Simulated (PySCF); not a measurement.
## Correlation energy of Lu²⁺ (lutetium, charge +2)

[Xe] 4f14 5d1, 2D determinant (an excited configuration). Computed with PySCF 2.14 in x2c-TZVPPall with one added diffuse shell each of s, p, d type (12s8p8d2f2g, 108 functions), with the spin-free X2C one-electron Hamiltonian (Gaussian nucleus). Frozen: [Kr] 4d10; 23 electrons correlated.

MP2 pair energies summed by pair of shells (mhartree):

| pair | energy | share (%) |
| --- | --- | --- |
| 4f-4f | -306.92 | 42.5 |
| 4f-5p | -218.26 | 30.2 |
| 5p-5p | -102.44 | 14.2 |
| 4f-5s | -33.06 | 4.6 |
| 5p-5d | -20.90 | 2.9 |
| 5s-5p | -18.79 | 2.6 |
| 4f-5d | -13.34 | 1.8 |
| 5s-5s | -5.09 | 0.7 |
| 5s-5d | -3.01 | 0.4 |

Total MP2 correlation energy: -721.81 mhartree.

Same-spin part -277.78 and opposite-spin part -444.03 mhartree; SCS-MP2 scales them by 1/3 and 6/5 to -625.43 mhartree.
